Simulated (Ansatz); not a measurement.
Isolated molecules relaxed with PBE0-D4/def2-TZVP in Ansatz; ΔE leaves out vibrations. CCSD(T)/CBS is the MP2 limit (def2-TZVPP, def2-QZVPP) plus CCSD(T) − MP2 in def2-TZVPP, frozen cores. This one scheme is used for every species. One conformer a species, not always the lowest.

Reaction (ligand exchange at the Si–F bond): `O[SiH](F)[SiH3]` + H₂S → `O[SiH]([SiH3])S` + H–F

```tsv
species	CCSD(T)/CBS(def2) energy (Eh)
`O[SiH](F)[SiH3]`	-756.23815
H₂S	-398.97279
`O[SiH]([SiH3])S`	-1054.78504
H–F	-100.39570
```

Q: Work out ΔE.

A: ΔE = (-1054.78504) + (-100.39570) − (-756.23815) − (-398.97279) = 0.03020 Eh = +0.82 eV.

Largest T1 diagnostic among the species: 0.013.

In def2-TZVPP, CCSD(T) changes the Hartree–Fock value by −0.25 eV (the triples alone add −0.05 eV) and MP2 by −0.31 eV. From BLYP to BHLYP (50 % exact exchange), in def2-TZVPP and without D4, ΔE moves by +0.04 eV. Leaving LDA and LC-ωPBE aside and taking each functional with its dispersion term where it has one, the values, not all of them listed here, spread over 0.30 eV, from revPBE-D4 to CAM-B3LYP-D4.
